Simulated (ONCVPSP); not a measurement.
## sulfur (S): one change to an ONCV potential, before and after

S (Z = 16), optimised norm-conserving Vanderbilt (ONCV), made with ONCVPSP 4.0.1 (PBE, scalar-relativistic). Core [He], reference 2s2 2p6 3s2 3p3 (charge +1). Waves: 2s+3s: rc 0.75 bohr, ncon 5, nbas 8, qcut 21.3 1/bohr, 2 projectors; 2p+3p: rc 0.85 bohr, ncon 4, nbas 8, qcut 13.8 1/bohr, 2 projectors; d scattering state at 0.29 Ha: rc 0.75 bohr, ncon 4, nbas 7, qcut 13.1 1/bohr, local. Local part: the d channel. Core correction: none.

Change: p: rc 0.98.

Cutoffs: the cutoffs (Ha) at which the residual kinetic energy of the hardest occupied pseudo-wave falls to 1 and 0.1 mHa per electron; they do not see the model core or the augmentation charge, which bear on the density cutoff. Errors are all-electron minus pseudo energies relative to the spin-unpolarised reference configuration.

Task: What does the change do?

Result: The potential gets softer (141 Ha and 271 Ha → 141 Ha and 169 Ha); of the 4 tests that both files solve, the error grows in 0 and shrinks in 3 by more than 15 % and 0.3 meV (median size 4.0 → 3.2 meV); neither file shows a bound ghost. A larger radius leaves more room for a smooth pseudo-wave, so fewer plane waves are needed. That the errors move this way runs against the usual rule that smaller radii transfer better.

| quantity | base | changed |
| --- | --- | --- |
| cutoff, loose | 141 Ha | 141 Ha |
| cutoff, tight | 271 Ha | 169 Ha |
| loose cutoff by channel | s 141 Ha, p 95 Ha | s 141 Ha, p 82 Ha |
| bound ghosts | none | none |
| GHOST(+) flags under 300 eV | none | none |
| error for 2s2 2p6 3s2 3p4, meV [ΔE -11.77 eV] | +0.4 | +0.7 |
| error for 2s2 2p6 3s2 3p2, meV [ΔE 22.28 eV] | +1.0 | +0.6 |
| error for 2s2 2p6 3s2 3p1, meV [ΔE 56.33 eV] | +7.0 | +5.7 |
| error for 2s2 2p6 3s2 3p0, meV [ΔE 103.12 eV] | +24 | +20 |
| s: phases at 0.76 bohr within 0.05 rad from the reference energy up to (Ha; the scan ends near 5) | to the end of the scan | to the end of the scan |
| d: phases at 0.76 bohr within 0.05 rad from the reference energy up to (Ha; the scan ends near 5) | to the end of the scan | to the end of the scan |
